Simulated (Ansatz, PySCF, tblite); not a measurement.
System: H₂N (anion, charge -1), singlet: symmetric bend, bond length relaxed. Scanned: H-N-H angle. Other coordinates (N-H bond length) were minimised at B3LYP/def2-TZVP.

- GFN2-xTB, 300 K electronic temperature (tblite)
- RKS-B3LYP/6-31G* = restricted B3LYP/6-31G*, spherical d in PySCF
- RMP2/3-21G = restricted MP2 (frozen core)/3-21G (PySCF 2.14.0)
- CCSD(T)/aug-cc-pVQZ = Ansatz (an electronic-structure program) with CCSD(T) on RHF/aug-cc-pVQZ, frozen core

Energies relative to the lowest point of each profile, in kJ/mol; the last columns give the difference from CCSD(T):

```
a / °  GFN2-xTB  RKS-B3LYP/6-31G*  RMP2/3-21G  CCSD(T)/aug-cc-pVQZ  GFN2-xTB − CCSD(T)/aug-cc-pVQZ  RKS-B3LYP/6-31G* − CCSD(T)/aug-cc-pVQZ  RMP2/3-21G − CCSD(T)/aug-cc-pVQZ
-----  --------  ----------------  ----------  -------------------  ------------------------------  --------------------------------------  --------------------------------
180       244.8             197.0       243.5                134.8                           109.9                                    62.2                             108.6
167       223.9             184.8       227.8                125.3                            98.7                                    59.5                             102.5
157       185.8             160.4       196.6                106.6                            79.2                                    53.8                              90.0
147       138.9             127.0       154.3                 81.7                            57.2                                    45.2                              72.5
137        91.7              89.6       108.0                 54.8                            36.9                                    34.8                              53.2
127        50.5              54.1        64.9                 30.0                            20.6                                    24.2                              34.9
117        19.5              25.1        30.3                 10.7                             8.8                                    14.4                              19.5
107         1.8               6.2         7.8                  0.0                             1.8                                     6.2                               7.8
97          0.0               0.0         0.0                  0.1                            -0.1                                    -0.1                              -0.1
87         16.9               8.5         8.4                 12.7                             4.2                                    -4.1                              -4.2
77         55.5              33.5        33.9                 39.1                            16.4                                    -5.6                              -5.3
67        119.2              76.3        76.1                 80.5                            38.7                                    -4.2                              -4.4
60        180.5             117.4       115.3                118.8                            61.7                                    -1.4                              -3.5
```

GFN2-xTB is furthest from CCSD(T)/aug-cc-pVQZ at 180 (109.9 kJ/mol, above); its mean absolute difference over the points is 41.1 kJ/mol.

RKS-B3LYP/6-31G* is furthest from CCSD(T)/aug-cc-pVQZ at 180 (62.2 kJ/mol, above); its mean absolute difference over the points is 24.3 kJ/mol.

RMP2/3-21G is furthest from CCSD(T)/aug-cc-pVQZ at 180 (108.6 kJ/mol, above); its mean absolute difference over the points is 39.0 kJ/mol.
